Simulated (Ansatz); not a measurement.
Species: RhB, charge 0, multiplicity 1. 
Coordinates optimised at B3LYP-D3(BJ)/def2-TZVP (Ansatz, a quantum-chemistry and plane-wave program):
```
Rh
B 1 1.6824
```
Charge 0, spin multiplicity 1.

Basis-set convergence of Hartree-Fock and CCSD correlation energies (hartree) with Ansatz. Correlated levels leave the core frozen unless marked. No spin-orbit coupling. The frozen core is the preceding noble-gas configuration, with the filled d and f shells of earlier blocks. Past Kr the def2 sets carry scalar-relativistic core potentials.

The Hartree-Fock reference is unstable (checked in the largest basis), which strains HF and MP2. The T1 diagnostic of CCSD in the largest basis is 0.031, which is high, so the coupled-cluster rows are less sure than usual.

```json
[
 {"basis": "def2-SVPD", "functions": "54", "E(HF)": "-134.24313", "E(corr, CCSD)": "-0.33944"},
 {"basis": "def2-TZVPPD", "functions": "93", "E(HF)": "-134.30423", "E(corr, CCSD)": "-0.43824"},
 {"basis": "def2-QZVPPD", "functions": "151", "E(HF)": "-134.30712", "E(corr, CCSD)": "-0.46028"}
]
```

Extrapolating the two largest sets (X = 3 and 4) as X^-3: E(corr) = (64·(-0.46028) - 27·(-0.43824))/37 = -0.4764 Eh, an estimate of the basis-set limit. The largest set recovers 96.6 % of it, the smallest 71.3 %.
